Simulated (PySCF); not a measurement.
**Tin: a sound run and one with changed settings**

Sound run: Sn [Kr] 4d10 5s2 5p2, Sn+ [Kr] 4d10 5s2 5p1. All numbers are calculated (PySCF 2.14, a scalar-relativistic core potential, in cc-pVTZ-PP with ECP28MDF (5s4p3d1f, 39 functions)). The sound run starts from symmetry-adapted Hartree-Fock orbitals and uses a fine grid where one is needed.

Changed run: basis STO-3G, all-electron and non-relativistic. This setting is unsound on purpose.

| species | method | sound run (hartree) | changed run (hartree) | converged |
| --- | --- | --- | --- | --- |
| Sn | UHF | -213.34024 | -5963.20613 | yes |
| Sn | M06-L | -214.39839 | -5965.31138 | yes |
| Sn | TPSS | -214.16166 | -5964.90003 | yes |
| Sn+ | UHF | -213.08826 | -5963.08043 | yes |
| Sn+ | M06-L | -214.14286 | -5965.15137 | yes |
| Sn+ | TPSS | -213.89512 | -5964.74444 | yes |

Ionisation energy of Sn:

```csv
method,sound run (eV),changed run (eV)
UHF,6.857,3.421
M06-L,6.953,4.354
TPSS,7.253,4.234
```

A minimal basis cannot let orbitals breathe on ionisation and holds almost no correlation. The Hamiltonian changed with the basis, so the totals do not compare.

For comparison, NIST gives 7.344 eV between the lowest levels.
